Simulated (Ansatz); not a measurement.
Ansatz (a first-principles code) input (PBE-QIDH/def2-TZVPD):

Ansatz 0.2 input:
```yaml
crystal:
  periodic: [false, false, false]
  atoms:
    - {symbol: Fe, position_ang: [-0.00000000, -0.00000000, -0.45937553]}
    - {symbol: F, position_ang: [0.00000000, 0.00000000, 1.32708485]}
basis:
  gaussian:
    orbitals: def2-TZVPD
hamiltonian:
  xc: {name: PBE-QIDH}
magnetization: {spin_polarized: true, initial_magnetization: 5}
correlation: {electrons: outside_noble_gas}
```

Output:

```
Functional definition: PBE-QIDH
integrals: 0.05 GiB planned
707 factors; integrals over basis functions are off by at most 7.7e-4 eV
mean field: 0.37 GiB planned
mean field evaluation 1: about -37082.9979 eV, gradient 2.2e1 eV
mean field evaluation 2: about -37083.0903 eV, gradient 2.2e1 eV
mean field evaluation 4: about -37085.4558 eV, gradient 3.8e0 eV
mean field evaluation 8: about -37085.6673 eV, gradient 3.2e-1 eV
mean field evaluation 16: about -37085.6686 eV, gradient 4.5e-3 eV
mean field evaluation 32: about -37085.6559 eV, gradient 2.5e0 eV
mean field -37085.66856469 eV, -1362.8731821832 hartree, gradient 3.8e-6 eV, S^2 8.754282; 6 other end points of the search recorded, 0 dependent functions left out
10 core orbitals not correlated
reference -37085.66857728 eV, -1362.8731826461 hartree; 10, 5 occupied and 68, 73 virtual orbitals, 707 factors
second order -12.36147470 eV of doubles, -0.00000000 eV of singles
Total energy: -37089.78906885 eV, -1363.0246079182 hartree
```

The spin state was set by rule; other spins were not relaxed.
